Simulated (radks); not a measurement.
Results of a calculation; reference values are marked as such.
Isoelectronic series with 14 electrons, each ion in its NIST ground configuration. Level of theory: scalar-relativistic Kohn-Sham, PBE, spin-polarised, spherical densities, finite nucleus; open shells are filled with parallel spins first (spin-orbit coupling, left out, can overturn this in heavy ions); Fermi nuclear charge, rms radius of each element as measured or else 0.836 A^(1/3) + 0.57 fm (a radial shooting solver on a logarithmic mesh with Libxc functionals). Total energies (hartree) and orbital eigenvalues (hartree) (* marks an orbital that is empty in some or all of the ions):

ion    configuration  E (hartree)   3p down*      3p up    3s down      3s up    2p down
Si      [Ne] 3s2 3p2   -289.86592   -0.10993   -0.16981   -0.35624   -0.41799   -3.49793
K5+     [Ne] 3s2 3p2   -593.84006   -3.18668   -3.33347   -3.86354   -4.01528  -13.45674
Cr10+   [Ne] 3s2 3p2  -1011.63422   -9.19872   -9.42294  -10.32511  -10.55483  -29.87859
Cu15+   [Ne] 3s2 3p2  -1544.59853  -18.05547  -18.35548  -19.67457  -19.97974  -52.67932
Se20+   [Ne] 3s2 3p2  -2194.71043  -29.75831  -30.13380  -31.94125  -32.32123  -81.89037
Ru30+   [Ne] 3s2 3p2  -3856.95143  -61.79882  -62.32597  -65.47176  -66.00227  -159.8128
In35+   [Ne] 3s2 3p2  -4875.80447  -82.20876  -82.81256  -86.90680  -87.51375  -208.7055
Xe40+   [Ne] 3s2 3p2  -6025.38343  -105.6064  -106.2876  -111.6027  -112.2872  -264.3675
Pr45+   [Ne] 3s2 3p2   -7310.8399  -132.0469  -132.8064  -139.6993  -140.4627  -326.9304
Gd50+   [Ne] 3s2 3p2   -8738.1900  -161.5932  -162.4320  -171.3635  -172.2073  -396.5426
Tm55+   [Ne] 3s2 3p2  -10314.6759  -194.3159  -195.2353  -206.7972  -207.7232  -473.3693
W60+    [Ne] 3s2 3p2  -12048.6913  -230.2943  -231.2956  -246.2403  -247.2503  -557.5937
